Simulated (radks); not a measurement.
Results of a calculation; reference values are marked as such.
Problem. The mean radii <r> (bohr) of the occupied orbitals of an atom or ion are listed with their occupations. Level of theory: Dirac Kohn-Sham, relativistic LDA (MacDonald-Vosko exchange, VWN5 correlation), spin-unpolarised, spherical densities, finite nucleus; Fermi nuclear charge, rms radius of each element as measured or else 0.836 A^(1/3) + 0.57 fm (a radial shooting solver on a logarithmic mesh with Libxc functionals).

orbital  occ.      <r>
1s1/2       2  0.01941
2s1/2       2  0.08155
2p1/2       2  0.06763
2p3/2       4  0.07521
3s1/2       2   0.2129
3p1/2       2   0.2026
3p3/2       4   0.2167
3d3/2       4   0.1902
3d5/2       6   0.1945
4s1/2       2   0.4772
4p1/2       2   0.4833
4p3/2       4   0.5151
4d3/2       4   0.5342
4d5/2       6   0.5450
5s1/2       2    1.087
5p1/2       2    1.168
4f5/2       6   0.6233
5p3/2       3    1.240
4f7/2       5   0.6306

Name the element and its charge.

Solution. Z = 71, lutetium, charge +7: Lu7+ in [Kr] 4d10 4f(5/2: 6, 7/2: 5) 5s2 5p(1/2: 2, 3/2: 3). The 1s radius gives Z: for a bare nucleus <r> = (2 gamma + 1)/(2Z) with gamma = sqrt(1 - (Z/c)^2), 0.01909 bohr for Z = 71, and screening makes it slightly larger (0.01941 here). The occupations add up to 64, and the charge is Z minus that.
